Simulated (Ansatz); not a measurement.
One change: `C[O][SnH]([CH3])[OH]` becomes `C[O][SnH]([CH3])[SeH]`.

Ansatz, PBE0-D4/def2-TZVP geometries, multiplicity 1. Each molecule was computed in one conformer, which needn't be the lowest.

Elements past krypton have def2 core potentials. Scalar relativity is left out up to krypton. Spin–orbit coupling is left out; it splits and shifts lone-pair levels of the heavy atoms by tenths of an eV.

| property | `C[O][SnH]([CH3])[OH]` |
| --- | --- |
| HOMO–LUMO gap (B3LYP/def2-TZVPP) / eV | 6.85 |
| HOMO–LUMO gap (PBE0/def2-TZVPP) / eV | 7.44 |
| size of the dipole moment (ωB97M-V/def2-TZVPP) / D | 1.93 |
| LUMO energy (PBE/def2-TZVPP) / eV | -1.03 |
| size of the dipole moment (B3LYP/def2-TZVPP) / D | 1.89 |
| HOMO energy (B3LYP/def2-TZVPP) / eV | -7.27 |

Give the same properties after the change, and the shifts. (Estimate.)

The calculation gave: 
```csv
property,`C[O][SnH]([CH3])[SeH]`,shift
HOMO–LUMO gap (B3LYP/def2-TZVPP) / eV,5.95,-0.90
HOMO–LUMO gap (PBE0/def2-TZVPP) / eV,6.49,-0.95
size of the dipole moment (ωB97M-V/def2-TZVPP) / D,1.54,-0.39
LUMO energy (PBE/def2-TZVPP) / eV,-1.44,-0.41
size of the dipole moment (B3LYP/def2-TZVPP) / D,1.46,-0.43
HOMO energy (B3LYP/def2-TZVPP) / eV,-6.79,0.48
```

With PBE0 the HOMO rises by 0.47 eV and the LUMO falls by 0.49 eV, so the gap narrows by about 0.96 eV. PBE moves the HOMO by 0.08 eV and ωB97M-V by 0.68 eV. Dipoles are sizes alone; their direction can turn.

B3LYP here is the variant with VWN-RPA as its local correlation; programs differ in this.
